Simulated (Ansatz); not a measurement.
Start from `CCC[BH][AlH2]` and change one atom or group to get `CCCO`.

Ansatz, PBE0-D4/def2-TZVP geometries, multiplicity 1. Each molecule was computed in one conformer, which needn't be the lowest.

| property | `CCC[BH][AlH2]` |
| --- | --- |
| HOMO–LUMO gap (PBE/def2-TZVPP) / eV | 3.19 |
| HOMO–LUMO gap (B3LYP/def2-TZVPP) / eV | 4.95 |
| LUMO energy (PBE/def2-TZVPP) / eV | -2.66 |
| size of the dipole moment (PBE/def2-TZVPP) / D | 1.53 |
| HOMO–LUMO gap (PBE0/def2-TZVPP) / eV | 5.30 |
| size of the dipole moment (B3LYP/def2-TZVPP) / D | 1.47 |

Q: Give the same properties after the change, and the shifts. (Estimate.)

A: Ansatz gave: 
```csv
property,`CCCO`,shift
HOMO–LUMO gap (PBE/def2-TZVPP) / eV,6.36,3.17
HOMO–LUMO gap (B3LYP/def2-TZVPP) / eV,8.25,3.30
LUMO energy (PBE/def2-TZVPP) / eV,0.25,2.91
size of the dipole moment (PBE/def2-TZVPP) / D,1.60,0.07
HOMO–LUMO gap (PBE0/def2-TZVPP) / eV,8.86,3.56
size of the dipole moment (B3LYP/def2-TZVPP) / D,1.68,0.21
```

With PBE0 the HOMO falls by 0.78 eV and the LUMO rises by 2.78 eV, so the gap widens by about 3.56 eV. PBE moves the HOMO by -0.26 eV and ωB97M-V by -1.10 eV. The zero-point energy changes by -23.9 kJ/mol with -9 modes. Dipoles are sizes alone; their direction can turn.

B3LYP here is the variant with VWN-RPA as its local correlation; programs differ in this.
